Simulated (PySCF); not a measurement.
C3H3BFNO, SMILES FB1N=CC=CO1. The structure is a stationary point at B3LYP-D3(BJ)/def2-SVP. The structure was generated by enumeration, and PubChem lists no compound with its InChIKey, so it may never have been made.

Computed equilibrium geometry at B3LYP-D3(BJ)/def2-SVP (PySCF confirms it by a frequency run) as Cartesian coordinates in Å, and its point group:
point group Cs.
```xyz
10

F     -0.0073    -2.2767     0.0000
B     -0.0796    -0.9535     0.0000
N     -1.3037    -0.2304     0.0000
C     -1.2061     1.0645     0.0000
C      0.0491     1.7763     0.0000
C      1.1887     1.0357     0.0000
O      1.1549    -0.2969     0.0000
H     -2.1304     1.6677     0.0000
H      0.0909     2.8657     0.0000
H      2.1996     1.4531     0.0000
```
Charge 0, spin multiplicity 1.
